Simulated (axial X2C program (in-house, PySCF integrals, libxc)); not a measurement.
# Bond lengths and stretching modes, held linear, of WCN⁺

Computed with an in-house all-electron X2C program for linear molecules (integrals from PySCF): two-component X2C with atomic mean-field Coulomb and Gaunt terms, Gaussian nuclei, basis W dyall-v3z, C dyall-v3z, N dyall-av3z with contracted cores. Spin-free rows use the one-electron spin-free X2C Hamiltonian.

Masses W 183.951, C 12.000, N 14.003 u. States: 2c Ω = 1 (beyond evenly filled blocks: ω = -3/2, ω = 5/2); spin-free M_S = 2, Λ = 1 (beyond evenly filled blocks: σα, π+α, δ+α, δ-α).

HF, spin-free: energies above the lowest point

```
r(W–C) (Å)  r(C–N) (Å)  E (meV)
    1.9246      1.1388   167.16
    1.9246      1.1680   176.98
    1.9246      1.1972   240.49
    1.9740      1.1388    53.10
    1.9740      1.1680    73.02
    1.9740      1.1972   146.80
    1.9740      1.2264   259.86
    2.0233      1.1388     0.00
    2.0233      1.1680    28.70
    2.0233      1.1972   111.67
    2.0727      1.1680    33.58
    2.0727      1.2264   253.96
```

Task: Fit a quadratic surface with cubic terms in each bond: where is the minimum, and what are the two stretching wavenumbers?

Result: At HF, spin-free: bonds 2.054 and 1.138 Å; harmonic stretches 451.1 and 1814.5 cm⁻¹; force constants 2.75, 12.8 and coupling 0.99 mdyn/Å.

The other levels and Hamiltonians give:

```csv
Hamiltonian,level,r(W–C) (Å),r(C–N) (Å),lower stretch (cm⁻¹),upper stretch (cm⁻¹)
2c,PBE0,1.972,1.167,496.9,2167.6
2c,HF,2.057,1.137,448.4,1824.5
2c,TPSSh,1.971,1.175,492.7,2108.1
spin-free,PBE0,1.970,1.168,499.4,2157.6
spin-free,TPSSh,1.969,1.176,494.8,2098.6
```

Each state is one determinant, the lowest of a limited PBE0 search; the stretches come from a fit to these few points and carry an uncertainty of a few per cent. Other orders of the atoms were not compared. Left out for rough or failed fits: MP2 2c, MP2 spin-free. The molecule was held linear; bending was not examined, so a bent shape may lie lower. Open-shell Ω = 0 determinants with evenly filled partner blocks cannot be reached by this program, so the Ω shown need not be the lowest component. Note: functional without a current term on a determinant with orbital currents, of the molecule or an atom. Note: several unpaired electrons, one determinant need not be a pure state.
